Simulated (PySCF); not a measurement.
Spectra and structures to be paired. Method: TDDFT B3LYP/def2-SVPD, vertical, gas phase, core orbitals frozen in the response in PySCF. Geometries: PBE0-D3(BJ)/def2-SVP; one conformer of each isolated species. Triplets are in the Tamm–Dancoff approximation. Atoms past krypton carry core potentials; spin–orbit coupling is left out. Ions are computed without counter-ions or solvent.

A. `C=C(F)CC#[N+]COC`
B. `Bc1cc(C)cs1`
C. `NC(C)=S`
D. `BN1CC1`
E. `C(=S)=[N][Sn]([CH3])([CH3])[CH3]`

Lowest singlet levels (six at most, fewer where fewer were computed) with oscillator strengths:

1. 4.50 eV (f 0.025); 4.89 eV (f 0.001); 5.39 eV (f 0.026); 5.75 eV (f 0.002); 6.27 eV (f 0.012); 6.78 eV (f 0.042)
2. 6.71 eV (f 0.000); 6.97 eV (f 0.325); 7.14 eV (f 0.004); 7.78 eV (f 0.000); 7.80 eV (f 0.009); 7.99 eV (f 0.038); T1 5.28 eV
3. 5.09 eV (f 0.000); 5.24 eV (f 0.001 summed over 2 states); 5.31 eV (f 0.006 summed over 2 states); 5.98 eV (f 0.015 summed over 2 states); 6.20 eV (f 0.427); 6.41 eV (f 0.041 summed over 2 states); T1 4.55 eV
4. 3.35 eV (f 0.000); 4.94 eV (f 0.069); 5.19 eV (f 0.162); 5.59 eV (f 0.001); 6.14 eV (f 0.009); 6.30 eV (f 0.030); T1 3.06 eV
5. 4.31 eV (f 0.076); 4.75 eV (f 0.229); 5.38 eV (f 0.000); 5.99 eV (f 0.003); 6.13 eV (f 0.000); 6.35 eV (f 0.002)

Problem. Which spectrum belongs to which structure?

Solution. 1 = A, 2 = D, 3 = E, 4 = C, 5 = B.
- A: S1 at 4.50 eV, HOMO→LUMO (99%); Löwdin shares by element: HOMO carbon 76% or more, fluorine 15%; LUMO carbon 51% or more, nitrogen 32% (atoms not listed hold the other 17%); HOMO -11.75 and LUMO -6.39 eV.
- B: S1 at 4.31 eV, HOMO→LUMO (81%), HOMO-1→LUMO (16%); Löwdin shares by element: HOMO carbon 59% or more, sulfur 19% (atoms not listed hold the other 23%); LUMO carbon 41% or more, boron 31% (atoms not listed hold the other 28%); HOMO -6.96 and LUMO -2.19 eV.
- C: S1 at 3.35 eV, HOMO→LUMO (100%); S1 has the pattern of n→π* at C=S; HOMO -5.88 and LUMO -1.19 eV; point group Cs, 1 of its 6 listed states under f = 0.0005.
- D: S1 at 6.71 eV, HOMO-1→LUMO (99%); Löwdin shares by element: HOMO nitrogen 55%, carbon 16%, boron 15%; LUMO boron 45%, hydrogen 22% or more, nitrogen 17% (atoms not listed hold the other 16%); HOMO -7.65 and LUMO -0.23 eV; point group C2v, 2 of its 6 listed states under f = 0.0005.
- E: S1 at 5.09 eV, HOMO-1/HOMO→LUMO+1/LUMO+2 (≥89%); Löwdin shares by element: HOMO (one of a set within 0.03 eV) sulfur 57%, nitrogen 20%, carbon 19% or more; LUMO tin 33%, carbon 30% or more (atoms not listed hold the other 37%); HOMO -6.47 and LUMO -0.60 eV.

A slash joins orbitals within 0.01 eV of each other, whose weights are summed (≥ marks a lower bound).
